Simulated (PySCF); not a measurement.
BH₂, SMILES [BH2], multiplicity 2.

Coordinates come from a PBE0-D3(BJ)/def2-TZVPD optimisation. The isomer is the one that the SMILES or the coordinates give; other isomers of the formula were not compared.

All values below come from PBE0/def2-TZVPD (PySCF).

The molecule is in vacuum.

```
Quantity                                                                                                         Value
---------------------------------------------------------------------------------------------  -----------------------
total energy                                                                                         -25.89455 hartree
point group                                                                                                        C2v
α spin, highest occupied and lowest empty level                                                     -6.17 and -2.33 eV
β spin, highest occupied and lowest empty level                                                    -10.36 and -1.72 eV
dipole moment                                                                                                   0.49 D
quadrupole, principal values (traceless, Buckingham form, about the centre of nuclear charge)   -1.99, -0.19, 2.17 D·Å
mean static polarisability                                                                        20.5 bohr³ (3.03 Å³)
polarisability, principal values                                                                19.7, 20.5, 21.2 bohr³
⟨S²⟩                                                                                           0.752 (pure state 0.75)
```
